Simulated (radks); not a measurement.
Results of a calculation; reference values are marked as such.
Species: the cadmium ion Cd30+. Configuration: [Ar] (the NIST ground configuration). Code: a radial shooting solver on a logarithmic mesh with Libxc functionals. Model: Dirac Kohn-Sham, PBE, spin-unpolarised, spherical densities, point nucleus. Some entries of the table are withheld. Estimate them.

orbital,occ.,eigenvalue (Ry),<r^2> (bohr^2)
1s1/2,2,-2058.251,0.001250
2s1/2,2,-397.0469,0.01995
2p1/2,2,-377.9558,0.01486
2p3/2,4,-363.5980,0.01611
3s1/2,2,-144.1883,0.1205
3p1/2,2,(1),0.1121
3p3/2,4,(2),0.1178
3d3/2,0,-123.1813,(3)
3d5/2,0,-122.4232,(4)
4s1/2,0,-72.95878,(5)

Answer. 
(1) 3p1/2 eigenvalue (Ry): -137.1736
(2) 3p3/2 eigenvalue (Ry): -133.8632
(3) 3d3/2 <r^2> (bohr^2): 0.09150
(4) 3d5/2 <r^2> (bohr^2): 0.09298
(5) 4s1/2 <r^2> (bohr^2): 0.4410
